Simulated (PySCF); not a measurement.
# A series of derivatives of C[Si](P)(P)Cl

Parent skeleton `[CH3:1][Si:2]([PH2:3])([PH2:4])[Cl:5]`; one hydrogen on atom 1 is replaced by X. Hydrogens on one atom are averaged.

Calculated, not measured (PySCF 2.14): GIAO PBE0/pcSseg-1 shieldings, GFN2-xTB structure. Fast rotation and ring inversion assumed for equivalent nuclei, no solvent, non-relativistic Hamiltonian, single conformer.

Chemical shifts δ = σref − σ; TMS for ¹³C (186.93 ppm), ²⁹Si (349.16 ppm), ¹H (31.72 ppm); ³¹P (318.38 ppm) against H3PO4; ³⁵Cl (949.78 ppm) against HCl, all at this level.

Known members:
```json
{"X": "CCl3", "C1": "62.2", "Si2": "45.8", "P3/P4": "-248.0", "Cl5": "31.2", "H(C1)": "2.73", "H(P3)/H(P4)": "1.67"}
{"X": "allyl", "C1": "21.8", "Si2": "51.4", "P3/P4": "-253.5", "Cl5": "95.4", "H(C1)": "1.23", "H(P3)/H(P4)": "1.58"}
```

Four more derivatives gave (δ, ppm):
```csv
compound,C1,Si2,P3/P4,Cl5,H(C1),H(P3)/H(P4)
1,26.4,50.2,-233.6,40.3,1.54,1.73
2,28.3,49.9,-254.5,48.5,0.92,1.51
3,19.2,47.9,-265.5,57.5,2.14,1.60
4,19.4,49.5,-268.0,24.5,2.05,1.67
```

Their substituents are CH2SiH3, ethynyl, nPr, propynyl. Which is which?

## Answers

1: X = CH2SiH3 ([SiH3]CC[Si](P)(P)Cl); 2: X = nPr (CCCC[Si](P)(P)Cl); 3: X = propynyl (CC#CC[Si](P)(P)Cl); 4: X = ethynyl (C#CC[Si](P)(P)Cl).

Experimental scales use liquid or dissolved standards, which lie at an offset from isolated H3PO4.
